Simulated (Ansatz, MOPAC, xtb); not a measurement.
How methods differ on CsCl (SMILES [Cl][Cs])

CsCl, singlet, SMILES `[Cl][Cs]`. Each level relaxes the structure for itself.

Quantity: the equilibrium bond length, in Å. The values are calculated.

**The experiment to reproduce.** Huber and Herzberg, Constants of Diatomic Molecules gives the equilibrium bond length of the gas as 2.906 Å.

| level | kind | program | value (Å) | computed − measured |
| --- | --- | --- | --- | --- |
| AM1 | semi-empirical | MOPAC | 2.909 | +0.003 |
| PM3 | semi-empirical | MOPAC | 2.909 | +0.003 |
| PM6 | semi-empirical | MOPAC | 3.060 | +0.154 |
| GFN1-xTB | semi-empirical | xtb | 2.804 | -0.102 |
| SVWN5/def2-TZVP (core potential) | LDA | Ansatz | 2.873 | -0.033 |
| PBE-D3(BJ)/def2-TZVP (core potential) | GGA | Ansatz | 2.927 | +0.021 |
| r2SCAN/def2-TZVP (core potential) | meta-GGA | Ansatz | 2.943 | +0.037 |
| B3LYP-D4/def2-TZVP (core potential) | global hybrid | Ansatz | 2.960 | +0.054 |
| wB97X-V/def2-TZVP (core potential) | range-separated hybrid | Ansatz | 2.953 | +0.047 |
| CCSD(T)/def2-TZVP (core potential) | coupled cluster or CI | Ansatz | 2.984 | +0.078 |

Nearest: AM1 (+0.003 Å), PM3 (+0.003 Å); farthest: PM6 (+0.154 Å). Computed less measured by kind, in Å (def2-TZVP rows): semi-empirical -0.102 to +0.154; LDA -0.033; GGA +0.021; meta-GGA +0.037; global hybrid +0.054; range-separated hybrid +0.047; coupled cluster or CI +0.078.
